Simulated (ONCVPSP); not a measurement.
# Configuration tests for germanium (Ge) (ONCV)

* Element: germanium
* Generator: ONCVPSP 4.0.1
* Type: optimised norm-conserving Vanderbilt (ONCV)
* Functional: PBE
* Relativity: scalar-relativistic
* Frozen core: [Ar] 3d10
* Valence charge: 4
* Reference configuration: 4s2 4p1 (charge +1)
* Partial waves: 4s: rc 1.50 bohr, ncon 5, nbas 10, qcut 4.2 1/bohr, local; 4p: rc 2.00 bohr, ncon 4, nbas 8, qcut 4.1 1/bohr, 1 projector; d scattering state at 0.03 Ha: rc 1.50 bohr, ncon 3, nbas 8, qcut 5.6 1/bohr, 2 projectors, debl 1.3 Ha
* Local potential: the s channel
* Core correction: polynomial model core, fcfact 0.25

Energies are relative to the spin-unpolarised reference configuration 4s2 4p1; without spin polarisation the order of configurations can differ from experiment.

```tsv
valence configuration	charge	ΔE all-electron (eV)	error AE − PS (meV)
4s2 4p2	0	-7.444	-3.3
4s2 4p0	+2	15.439	-19
4s1 4p0	+3	50.231	-165
```

Question: What are ΔE and the potential's error for 4s1 4p2?

Answer: ΔE = 8.717 eV all-electron; the error (AE − PS) is -9.1 meV.

Levels in the configuration 4s2 4p0:

```tsv
level	all-electron (eV)	pseudo (eV)
4s	-29.250	-29.315
```

Note: ghosts flagged at negative energy: d at -1391.4 eV, d at -6.9 eV; GHOST(+) flags only above 600 eV. A true bound ghost makes a file unfit for plane-wave use.
